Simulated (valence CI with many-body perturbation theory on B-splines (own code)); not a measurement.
**Level structure of Kr²⁹⁺**

Method: valence CI with perturbative core correlation (CI+MBPT): five valence electrons over a frozen Dirac-Fock core [He], radial functions for each j: 9 s, 9 p, 8 d, 6 f, 3 g, 1 h, with the one-electron correlation potential Σ1, the two-electron term Σ2, the three-electron term Σ3, Breit, model QED; selected CI, second order for the rest (own B-spline code, finite nucleus).

No measured spectrum was set against this ion. As an estimate, large intervals hold to a few tenths of a per cent, small ones and those within an open d or f shell to about a per cent. Among the levels kept, up to 1500 cm⁻¹ of a level comes from second order outside the variational space, and about a tenth of that is noise between levels of different J, which matters for small intervals.

Levels 1 to 45 of 86, with energies above the lowest level, (2s^2 2p1/2^2 2p3/2) J=3/2. "Leading %" is the weight of the configuration and term that name the level; weights of strongly mixed levels are sums over their largest components and can fall short. In the jj column 3d3/2^4 stands for four electrons in 3d with j = 3/2. Lifetimes count E1, E2, E3, M1 and M2 decay at the calculated energies, and are blank where another channel may lead or the interval is too uncertain; long ones can be off by a factor of two.

```
No.  Configuration  Term    J  E (eV)  Leading %                     Leading jj      g  Lifetime
  1        2s2.2p3   4S°  3/2     0.0         47      2s^2 2p1/2^2 2p3/2 (92 %)  1.549          
  2        2s2.2p3   2D°  3/2    47.7         53      2s^2 2p1/2 2p3/2^2 (93 %)  1.320    825 ns
  3        2s2.2p3   2D°  5/2    60.4        100     2s^2 2p1/2 2p3/2^2 (100 %)  1.192   4.45 μs
  4        2s2.2p3   2P°  1/2    77.1         99      2s^2 2p1/2 2p3/2^2 (99 %)  0.656    660 ns
  5        2s2.2p3   2P°  3/2   123.4         59            2s^2 2p3/2^3 (97 %)  1.244    259 ns
  6         2s.2p4    4P  5/2   172.5         88      2s 2p1/2^2 2p3/2^2 (93 %)  1.546   33.7 ps
  7         2s.2p4    4P  3/2   204.3         71      2s 2p1/2^2 2p3/2^2 (60 %)  1.521   11.2 ps
  8         2s.2p4    4P  1/2   205.6         68      2s 2p1/2^2 2p3/2^2 (77 %)  2.430   12.7 ps
  9         2s.2p4    2D  3/2   242.6         57        2s 2p1/2 2p3/2^3 (69 %)  1.135   8.20 ps
 10         2s.2p4    2D  5/2   257.1         88        2s 2p1/2 2p3/2^3 (93 %)  1.239   11.5 ps
 11         2s.2p4    2P  1/2   276.7         45        2s 2p1/2 2p3/2^3 (67 %)  1.543   4.55 ps
 12         2s.2p4    2P  3/2   287.3         73        2s 2p1/2 2p3/2^3 (90 %)  1.190   3.65 ps
 13         2s.2p4    2P  1/2   339.8         54              2s 2p3/2^4 (82 %)  1.340   3.95 ps
 14            2p5   2P°  3/2   426.8         98         2p1/2^2 2p3/2^3 (98 %)  1.326   4.05 ps
 15            2p5   2P°  1/2   484.0         99           2p1/2 2p3/2^4 (99 %)  0.656   3.34 ps
 16     2s2.2p2.3s    4P  1/2  1881.8         58         2s^2 2p1/2^2 3s (96 %)  2.108    129 fs
 17     2s2.2p2.3p   4D°  1/2  1920.1         45      2s^2 2p1/2^2 3p1/2 (96 %)  0.673   11.7 ps
 18     2s2.2p2.3s    4P  3/2  1929.0         89     2s^2 2p1/2 2p3/2 3s (98 %)  1.688    167 fs
 19     2s2.2p2.3s    2P  1/2  1933.7         70     2s^2 2p1/2 2p3/2 3s (98 %)  1.234   77.7 fs
 20     2s2.2p2.3s    4P  5/2  1939.4         51     2s^2 2p1/2 2p3/2 3s (95 %)  1.399    130 fs
 21     2s2.2p2.3p   4D°  3/2  1940.9         32      2s^2 2p1/2^2 3p3/2 (92 %)  1.344   7.63 ps
 22     2s2.2p2.3s    2D  3/2  1943.2         53     2s^2 2p1/2 2p3/2 3s (97 %)  1.044   81.2 fs
 23     2s2.2p2.3p   4P°  1/2  1967.0         37  2s^2 2p1/2 2p3/2 3p1/2 (97 %)  1.623   12.7 ps
 24     2s2.2p2.3p   4D°  3/2  1971.2         51  2s^2 2p1/2 2p3/2 3p1/2 (96 %)  1.161   13.8 ps
 25     2s2.2p2.3p   2F°  5/2  1978.6         32  2s^2 2p1/2 2p3/2 3p1/2 (93 %)  1.164   13.3 ps
 26     2s2.2p2.3d    4F  3/2  1982.4         43      2s^2 2p1/2^2 3d3/2 (96 %)  0.761   92.5 fs
 27     2s2.2p2.3p   4D°  5/2  1984.7         47  2s^2 2p1/2 2p3/2 3p3/2 (96 %)  1.429   8.42 ps
 28     2s2.2p2.3p   4P°  1/2  1987.1         45  2s^2 2p1/2 2p3/2 3p3/2 (95 %)  1.862   8.44 ps
 29     2s2.2p2.3p   2D°  3/2  1989.6         46  2s^2 2p1/2 2p3/2 3p3/2 (69 %)  1.315   2.25 ps
 30     2s2.2p2.3d    4D  5/2  1991.6         24      2s^2 2p1/2^2 3d5/2 (93 %)  1.199   24.7 fs
 31     2s2.2p2.3p   2P°  3/2  1993.1         31  2s^2 2p1/2 2p3/2 3p1/2 (58 %)  1.451   2.30 ps
 32     2s2.2p2.3p   4D°  7/2  1995.2         53  2s^2 2p1/2 2p3/2 3p3/2 (95 %)  1.289   16.6 ps
 33     2s2.2p2.3s    2D  5/2  1995.6         50         2s^2 2p3/2^2 3s (94 %)  1.388    113 fs
 34     2s2.2p2.3s    2P  3/2  1999.3         46         2s^2 2p3/2^2 3s (96 %)  1.113   79.4 fs
 35     2s2.2p2.3p   2P°  3/2  2000.1         51  2s^2 2p1/2 2p3/2 3p3/2 (86 %)  1.285   2.04 ps
 36     2s2.2p2.3p   2D°  5/2  2005.5         41  2s^2 2p1/2 2p3/2 3p3/2 (88 %)  1.182   3.99 ps
 37     2s2.2p2.3p   2P°  1/2  2013.3         79  2s^2 2p1/2 2p3/2 3p3/2 (90 %)  0.736   2.13 ps
 38     2s2.2p2.3s    2S  1/2  2021.0         76         2s^2 2p3/2^2 3s (94 %)  1.978   94.3 fs
 39      2s.2p3.3s   6S°  5/2  2026.8         74     2s 2p1/2^2 2p3/2 3s (66 %)  1.872    765 fs
 40     2s2.2p2.3d    4F  3/2  2030.3         40  2s^2 2p1/2 2p3/2 3d3/2 (95 %)  0.951   52.6 fs
 41     2s2.2p2.3d    4F  5/2  2031.8         54  2s^2 2p1/2 2p3/2 3d3/2 (93 %)  0.995    101 fs
 42     2s2.2p2.3d    4D  1/2  2032.3         80  2s^2 2p1/2 2p3/2 3d3/2 (98 %)  0.209    111 fs
 43     2s2.2p2.3d    4F  7/2  2033.7         59  2s^2 2p1/2 2p3/2 3d5/2 (94 %)  1.284    463 fs
 44     2s2.2p2.3d    2F  7/2  2039.6         41  2s^2 2p1/2 2p3/2 3d3/2 (75 %)  1.154   4.95 ps
 45      2s.2p3.3s   4S°  3/2  2039.9         24      2s^2 2p3/2^2 3p1/2 (63 %)  1.483    262 fs
```

The ionisation energy to 2s2.2p2 3P_0 of the next ion comes out as 3379.7 eV (NIST: 3380 ± 30 eV (semi-empirical)). All 86 levels together are meant to be complete up to 2122.0 eV.
